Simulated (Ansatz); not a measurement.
Reaction (ligand exchange at a Ge–Cl bond): `C[NH][Ge]([Cl])([NH]C)[NH]C` + CH₃OH → `C[NH][Ge]([NH]C)([NH]C)[O]C` + HCl

Isolated molecules relaxed with PBE0-D4/def2-TZVP in Ansatz; ΔE leaves out vibrations. CCSD(T)/CBS is the MP2 limit (def2-TZVPP, def2-QZVPP) plus CCSD(T) − MP2 in def2-TZVPP, frozen cores. This one scheme is used for every species. Functionals use def2-TZVPP. HSE06 is defined as in plane-wave codes. For Ge outer-core shells are correlated without core-valence functions, which leaves a few kJ/mol of doubt a bond. Scalar relativity is left out up to krypton. Each species was taken in one conformer, which may not be the lowest.

`C[NH][Ge]([Cl])([NH]C)[NH]C`:

```xyz
20

C    -0.096   -2.092    1.658
N     0.376   -0.793    1.225
Ge    0.231   -0.253   -0.496
Cl    1.269   -1.728   -1.703
N    -1.445   -0.273   -1.193
C    -2.472    0.631   -0.725
N     0.987    1.397   -0.536
C     2.371    1.591   -0.138
H     0.217   -2.850    0.937
H    -1.187   -2.162    1.760
H     0.355   -2.356    2.619
H     0.214   -0.054    1.893
H    -1.508   -0.514   -2.169
H    -2.389    0.750    0.359
H    -2.428    1.636   -1.166
H    -3.465    0.218   -0.923
H     0.747    1.921   -1.366
H     2.577    0.998    0.755
H     3.096    1.293   -0.906
H     2.550    2.640    0.115
```

CH₃OH:

Cartesian coordinates in Å:
```
C 0.146 0.312 -0.091
O -0.747 -0.775 -0.173
H -0.109 0.996 -0.901
H 1.192 0.005 -0.222
H 0.057 0.856 0.857
H -0.539 -1.394 0.530
```

`C[NH][Ge]([NH]C)([NH]C)[O]C`:

```xyz
24

C     2.657    0.896   -0.002
N     1.724   -0.145    0.376
Ge   -0.060    0.047    0.039
N    -0.784   -1.464    0.730
C    -2.194   -1.770    0.603
N    -0.696    0.243   -1.652
C    -0.227   -0.615   -2.719
O    -0.537    1.611    0.743
C    -0.383    1.806    2.126
H     2.218    1.873    0.215
H     2.933    0.891   -1.066
H     3.579    0.820    0.583
H     2.077   -1.075    0.206
H    -0.376   -1.773    1.599
H    -2.813   -1.342    1.402
H    -2.357   -2.853    0.594
H    -2.561   -1.374   -0.345
H    -0.815    1.206   -1.927
H    -0.919   -0.587   -3.566
H    -0.196   -1.650   -2.368
H     0.775   -0.366   -3.097
H     0.649    1.638    2.457
H    -1.038    1.145    2.709
H    -0.655    2.839    2.357
```

HCl:

Z-matrix (Å, degrees):
```
Cl
H 1 1.279
```

Is it downhill or uphill in electronic energy at CCSD(T)/CBS, and by how much? (Estimate.)

Ansatz gave: Uphill: ΔE = +38.6 kJ/mol.

What do these levels give: r2SCAN-D4, HSE06-D4, PBE0, MP2/def2-QZVPP, SCS-MP2/def2-QZVPP, MP2/CBS(def2)? (Estimate.)

Ansatz gave: r2SCAN-D4 42.5, HSE06-D4 47.3, PBE0 50.0, MP2/def2-QZVPP 40.2, SCS-MP2/def2-QZVPP 39.1, MP2/CBS(def2) 42.3 kJ/mol.

Largest T1 diagnostic among the species: 0.011.

The D4 term adds −4.6 kJ/mol with B3LYP and −3.2 kJ/mol with PBE0; it sums over pairs of atoms, weighted by their polarisabilities, and B3LYP, whose exchange is more repulsive, gets the larger term. In def2-TZVPP, CCSD(T) changes the Hartree–Fock value by −14.3 kJ/mol (the triples alone add −1.1 kJ/mol) and MP2 by −10.5 kJ/mol.

B3LYP here is the variant with VWN-RPA as its local correlation; programs differ in this.
